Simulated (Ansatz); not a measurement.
Consider the formal exchange of groups at the Si–Si bond: `O[SiH](F)[SiH](Cl)Cl` + `F[SiH3]` → `F[SiH2][SiH](Cl)Cl` + `O[SiH2]F`.

Gas-phase electronic energies from Ansatz, PBE0-D4/def2-TZVP geometries. CCSD(T)/CBS adds triple-zeta CCSD(T) − MP2 to the extrapolated MP2 energy (def2 sets, frozen cores). This one scheme is used for every species. DFT in def2-TZVPP. One conformer a species, not always the lowest.

`O[SiH](F)[SiH](Cl)Cl`:

Z-matrix (Å, degrees):
```
Si
F 1 1.599
Si 1 2.350 2 106.5
O 1 1.629 2 111.5 3 118.2
H 1 1.476 2 107.9 3 -124.6
Cl 3 2.050 1 109.2 2 -158.2
Cl 3 2.062 1 105.1 2 84.6
H 3 1.479 1 118.1 2 -34.8
H 4 0.960 1 118.2 2 -78.0
```

`F[SiH3]`:

```xyz
5

F     1.123    0.373    1.016
Si   -0.029   -0.010   -0.026
H     0.570   -0.074   -1.380
H    -1.076    1.037    0.031
H    -0.587   -1.327    0.359
```

`F[SiH2][SiH](Cl)Cl`:

Z-matrix (Å, degrees):
```
Si
Si 1 2.343
F 1 1.602 2 110.0
H 1 1.485 2 110.0 3 -119.3
H 1 1.483 2 109.2 3 119.3
Cl 2 2.054 1 105.5 3 -180.0
Cl 2 2.048 1 110.0 3 -61.6
H 2 1.480 1 116.3 3 60.8
```

`O[SiH2]F`:

Cartesian coordinates in Å:
```
O -0.024 -1.175 0.489
Si -0.162 0.290 -0.211
F 1.042 0.554 -1.225
H 0.661 -1.316 1.143
H -1.417 0.264 -0.984
H -0.100 1.382 0.788
```

| level | ΔE (kcal/mol) | difference from CCSD(T)/CBS |
| --- | --- | --- |
| r2SCAN-D4 | -0.1 | 0.3 |
| B97M-V | -0.3 | 0.1 |
| r2SCANh-D4 | -0.2 | 0.2 |
| BHLYP-D4 | -0.1 | 0.3 |
| B2PLYP | -0.5 | -0.1 |
| PBE | -0.3 | 0.1 |
| LC-ωPBE | -0.5 | -0.1 |
| MP2/def2-TZVPP | -0.4 | 0.0 |
| CCSD(T)/def2-TZVPP | -0.4 | 0.0 |
| CCSD/CBS(def2) | -0.6 | -0.2 |
| CCSD(T)/CBS | -0.4 | 0 |

Largest T1 diagnostic among the species: 0.011.

In def2-TZVPP, CCSD(T) changes the Hartree–Fock value by +0.8 kcal/mol (the triples alone add +0.2 kcal/mol) and MP2 by +0.8 kcal/mol. Leaving LDA and LC-ωPBE aside and taking each functional with its dispersion term where it has one, the values, not all of them listed here, spread over 1.1 kcal/mol, from PBE-QIDH to BLYP-D4. The D4 term adds +0.9 kcal/mol with B3LYP and +0.5 kcal/mol with PBE0; it sums over pairs of atoms, weighted by their polarisabilities, and B3LYP, whose exchange is more repulsive, gets the larger term.

B3LYP here is the variant with VWN-RPA as its local correlation; programs differ in this.
